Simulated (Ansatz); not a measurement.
```yaml
crystal:
  periodic: [false, false, false]
  atoms:
    - {symbol: Mg, position_ang: [2.892557, 2.665731, 8.401912]}
    - {symbol: Mg, position_ang: [2.551290, 1.134638, 1.817490]}
    - {symbol: Mg, position_ang: [-5.928170, -2.195815, -2.150290]}
    - {symbol: Mg, position_ang: [3.470882, 0.061122, -4.407337]}
    - {symbol: N, position_ang: [-1.623076, -0.585713, -0.508744]}
    - {symbol: N, position_ang: [-1.363462, -1.079963, -3.153053]}
basis:
  gaussian: {orbitals: def2-TZVPD}
total_charge: 1
magnetization: {spin_polarized: true, initial_magnetization: 1}
hamiltonian: {xc: {name: PBE0}, dispersion: d4}
```

```sh
$ ansatz run in.yaml --threads 4 --pin off --events-out ev --progress --plain --max-ram 4787MiB
```

It prints (some lines left out):

```
Functional definition: PBE0
1590 factors; their error is unknown
mean field evaluation 1: about -24530.8600 eV, gradient 1.3e2 eV
mean field evaluation 2: about -23879.5973 eV, gradient 1.0e2 eV
mean field evaluation 4: about -23082.7099 eV, gradient 3.0e2 eV
mean field evaluation 8: about -24693.1495 eV, gradient 2.3e1 eV
mean field evaluation 16: about -24723.9518 eV, gradient 3.2e0 eV
mean field evaluation 32: about -24724.8137 eV, gradient 2.9e-2 eV
mean field evaluation 64: about -24727.0477 eV, gradient 3.8e-3 eV
mean field evaluation 96: about -24727.0176 eV, gradient 3.3e-2 eV
mean field -24727.04779402 eV, -908.7022458354 hartree, gradient 2.6e-6 eV, S^2 3.680888; 6 other end points of the search recorded, 0 dependent functions left out
reference -24727.04786129 eV, -908.7022483074 hartree; 31, 30 occupied and 183, 184 virtual orbitals, 1590 factors
Total energy: -24727.11221231 eV, -908.7046131638 hartree
```

What is wrong with this run?

The geometry is stretched to more than twice its size. The calculation finished and met its thresholds. The result belongs to that input, not to the species as meant. The charge 1 doublet is spin-contaminated (final ⟨S²⟩ up to 3.68, 0.75 for a pure state).
